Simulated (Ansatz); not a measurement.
Input (CCSDT(Q)/def2-SVP; Ansatz, a quantum-chemistry and plane-wave program):

Ansatz 0.2 input:
```yaml
crystal:
  periodic: [false, false, false]
  atoms:
    - {symbol: Si, position_ang: [-0.64738749, -0.82998073, 0.08737954]}
    - {symbol: Cl, position_ang: [-2.13872168, 0.58042739, 0.08826532]}
    - {symbol: Br, position_ang: [1.34147587, 0.14344784, -0.08597566]}
    - {symbol: H, position_ang: [-0.69466829, -1.56052381, 1.36251858]}
    - {symbol: H, position_ang: [-0.83529389, -1.70768598, -1.07719459]}
basis:
  gaussian:
    orbitals: def2-SVP
magnetization: {spin_polarized: false}
correlation: {method: ccsdt_q, electrons: outside_noble_gas}
```

Output:

```
Functional definition: HF
integrals: 0.08 GiB planned
1233 factors; integrals over basis functions are off by at most 1.6e-7 eV
mean field: 0.45 GiB planned
mean field evaluation 1: about -90383.1660 eV, gradient 1.6e1 eV
mean field evaluation 2: about -90383.1726 eV, gradient 1.6e1 eV
mean field evaluation 4: about -90384.1457 eV, gradient 1.5e0 eV
mean field evaluation 8: about -90384.1568 eV, gradient 8.6e-2 eV
mean field evaluation 16: about -90384.1474 eV, gradient 3.4e-1 eV
mean field -90384.15681513 eV, -3321.5564983743 hartree, gradient 8.3e-6 eV, S^2 0.000000; 0 other end points of the search recorded, 0 dependent functions left out
24 core orbitals not correlated
reference -90384.15681513 eV, -3321.5564983743 hartree; 10, 10 occupied and 44, 44 virtual orbitals, 1233 factors
second order -9.47812063 eV of doubles, -0.00000000 eV of singles
coupled cluster: 0.97 GiB planned
cycle   1  -10.23492732 eV  change   -7.6e-1 eV  update   7.7e-2
cycle   2  -10.64412059 eV  change   -4.1e-1 eV  update   3.0e-2
cycle   3  -10.77466415 eV  change   -1.3e-1 eV  update   1.6e-2
cycle   4  -10.75950326 eV  change    1.5e-2 eV  update   3.8e-3
cycle   5  -10.76025149 eV  change   -7.5e-4 eV  update   1.6e-3
cycle   6  -10.76073156 eV  change   -4.8e-4 eV  update   5.0e-4
cycle   7  -10.76059567 eV  change    1.4e-4 eV  update   2.1e-4
cycle   8  -10.76058812 eV  change    7.6e-6 eV  update   6.5e-5
cycle   9  -10.76060385 eV  change   -1.6e-5 eV  update   2.8e-5
cycle  10  -10.76059468 eV  change    9.2e-6 eV  update   9.0e-6
cycle  11  -10.76059207 eV  change    2.6e-6 eV  update   3.1e-6
cycle  12  -10.76059234 eV  change   -2.7e-7 eV  update   1.3e-6
perturbative correction -0.01733355 eV, -0.0006369961 hartree
Total energy: -90394.93474102 eV, -3321.9525798450 hartree
```
